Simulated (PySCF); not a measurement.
(E)-1,1-difluorobut-2-ene (C4H6F2), SMILES C(F)(/C=C/C)F. Geometry optimised at B3LYP-D3(BJ)/def2-SVP. Other conformers were not sampled.

All values below come from B3LYP-D3(BJ)/def2-SVP (PySCF).

Harmonic wavenumbers (cm⁻¹): 89, 176, 201, 207, 372, 440, 547, 688, 821, 916, 999, 1005, 1062, 1090, 1140, 1181, 1292, 1316, 1385, 1394, 1408, 1451, 1459, 1763, 3020, 3034, 3083, 3121, 3160, 3164. Rotational constants (GHz): 8.046, 1.872, 1.617; symmetry number 1.

Task: Work out the zero-point energy and the ideal-gas rigid-rotor harmonic-oscillator thermochemistry at 298.15 K and 1 atm.

Result: ZPE = ½ Σ hcν = ½ × 40984 cm⁻¹ = 58.59 kcal/mol. H − E(el) = 63.30 kcal/mol. Entropy in cal/(mol K): translation 39.47, rotation 26.98, vibration 13.90, total 80.35. G − E(el) = 39.34 kcal/mol. Cp = 24.09 cal/(mol K). Modes under 150 cm⁻¹ make the vibrational entropy uncertain.
